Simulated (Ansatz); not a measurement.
Calculated with Ansatz (gas phase, PBE0-D4/def2-TZVP geometries, no zero-point term in ΔE). CCSD(T)/CBS adds triple-zeta CCSD(T) − MP2 to the extrapolated MP2 energy (def2 sets, frozen cores). This one scheme is used for every species. Functionals use def2-TZVPP. Each species was taken in one conformer, which may not be the lowest.

`C[C@@H]1[AlH][Si@H]1[SiH3]` + `[CH3][AlH][SH]` → `[CH3][AlH][S][SiH3]` + `C[CH]1[AlH][SiH2]1`  (cleavage of the Si–Si bond)

`C[C@@H]1[AlH][Si@H]1[SiH3]`:

Z-matrix (Å, degrees):
```
C
C 1 1.514
H 1 1.094 2 111.8
H 1 1.095 2 112.2 3 -120.9
H 1 1.093 2 110.9 3 119.5
Al 2 1.947 1 137.9 3 -67.9
Si 2 1.934 1 124.3 3 -172.6
H 2 1.109 1 111.3 3 62.7
H 6 1.583 2 143.6 1 52.5
Si 7 2.330 2 119.4 1 -94.3
H 7 1.496 2 109.6 1 35.9
H 10 1.490 7 112.5 2 73.3
H 10 1.489 7 111.0 2 -165.2
H 10 1.489 7 108.6 2 -46.2
```

`[CH3][AlH][SH]`:

Cartesian coordinates in Å:
```
C 0.727 -0.570 1.008
Al -0.523 -0.027 -0.377
S -0.089 1.796 -1.506
H 0.231 -0.614 1.983
H 1.578 0.109 1.094
H 1.115 -1.574 0.809
H -1.846 -0.817 -0.748
H -1.193 1.697 -2.264
```

`[CH3][AlH][S][SiH3]`:

Cartesian coordinates in Å:
```
C -0.929 0.124 1.424
Al -1.230 -1.050 -0.099
S 0.115 -1.028 -1.828
Si 1.504 0.472 -1.218
H -1.746 0.054 2.146
H -0.001 -0.137 1.943
H -0.835 1.170 1.118
H -2.419 -2.087 -0.214
H 2.160 0.121 0.068
H 2.536 0.567 -2.280
H 0.845 1.795 -1.062
```

`C[CH]1[AlH][SiH2]1`:

```xyz
11

C    -0.978   -1.186    0.231
C    -0.334    0.124   -0.169
Al    0.118    1.859    0.600
Si    1.530    0.390   -0.526
H    -0.941   -1.928   -0.574
H    -0.464   -1.621    1.092
H    -2.027   -1.058    0.513
H    -0.827    0.556   -1.068
H    -0.489    3.071    1.419
H     2.050    0.228   -1.914
H     2.362   -0.435    0.397
```

```csv
level,ΔE (kcal/mol),difference from CCSD(T)/CBS
PBE-D4,-8.1,2.9
PBE0-D4,-9.2,1.8
ωB97M-V,-11.8,-0.8
B2PLYP,-10.5,0.5
r2SCAN,-9.9,1.1
PBE0,-8.8,2.2
CCSD/def2-TZVPP,-10.4,0.6
CCSD(T)/def2-TZVPP,-10.2,0.8
HF/def2-QZVPP,-12.8,-1.8
SCS-MP2/def2-QZVPP,-12.5,-1.5
CCSD(T)/CBS,-11.0,0
```

Largest T1 diagnostic among the species: 0.013.

From PBE to PBE0 (25 % exact exchange), in def2-TZVPP and without D4, ΔE moves by −1.3 kcal/mol. The D4 term adds −0.8 kcal/mol with B3LYP and −0.4 kcal/mol with PBE0; it sums over pairs of atoms, weighted by their polarisabilities, and B3LYP, whose exchange is more repulsive, gets the larger term.

B3LYP here is the variant with VWN-RPA as its local correlation; programs differ in this.
